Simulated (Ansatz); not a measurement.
# A barrier at the coupled-cluster level

Start structure (BNH$_{4}$SF$_{2}$, closed shell), relaxed at PBE0-D4/def2-TZVP:

B1  (-0.390, 0.479, -0.389)
S2  (1.213, 0.732, -1.385)
F3  (-1.343, -0.290, -1.005)
F4  (-0.857, 1.657, 0.133)
H5  (0.719, 0.083, 1.496)
N6  (0.002, -0.405, 0.969)
H7  (1.112, -0.412, -2.078)
H8  (-0.820, -0.531, 1.556)
H9  (0.365, -1.315, 0.705)
(Å)

The step: BHSF₂ ([F][B]([F])[SH]) + NH₃ → BNH₂F₂ ([NH2][B]([F])[F]) + H₂S; bonds formed: S2–H5; dative contacts that become bonds: B1–N6; bonds broken: B1–S2, H5–N6. Computed with Ansatz 0.2.0 (basis: def2-TZVPP and def2-QZVPP); correlated methods freeze the cores. Extrapolation: Hartree–Fock as exp(−7.88 √X), correlation as X^−2.97. Energies below are by CCSD(T) at an estimated basis limit (MP2 extrapolated from triple and quadruple zeta, plus CCSD(T) − MP2 in triple zeta).

(1) What are the electronic barrier and the energy of the step, from the start structure to the end structure? (To be estimated.)

No T1 diagnostic of these runs exceeds 0.012.

Answers

(1) The calculation gives: Barrier 30.28 kcal/mol; step energy 1.00 kcal/mol (uphill); reverse barrier, their difference, 29.28 kcal/mol. Barrier and step energy count from the start structure, the reverse barrier from the end structure.

The saddle point: One imaginary mode of 1169i cm⁻¹.
```tsv
pair	start (Å)	saddle (Å)	end (Å)
B1–N6	1.67	1.53	1.39
S2–H5	2.99	1.57	1.34
B1–S2	1.90	2.27	4.06
H5–N6	1.02	1.40	3.85
```

Zero-point energy (harmonic, PBE0-D4): ZPE is 37.23 kcal/mol at the start and 32.84 kcal/mol at the saddle, so the barrier goes from 30.28 to 25.88 kcal/mol.

First-order rate constant out of the start structure at 298 K by transition-state theory, with harmonic vibrational free energies alone and no tunnelling: ΔA‡ = 26.13 kcal/mol, so k = (kB T/h) exp(−ΔA‡/kB T) ≈ 10^-6 s⁻¹ (an order of magnitude at best: rotation, the number of equivalent paths and anharmonicity are left out).

Labels in which every atom is bracketed show which atoms are joined, not bond orders.

For scale, one of the runs: CCSD(T)/def2-TZVPP, 222 basis functions, launched by `ansatz run in.yaml --threads 4 --pin off --events-out ev --progress --plain --max-ram 9574MiB`. Hardware: 4 CPU threads of an Arm Neoverse V2, shared host. Wall time 87 s; peak host memory 3.7 GiB.
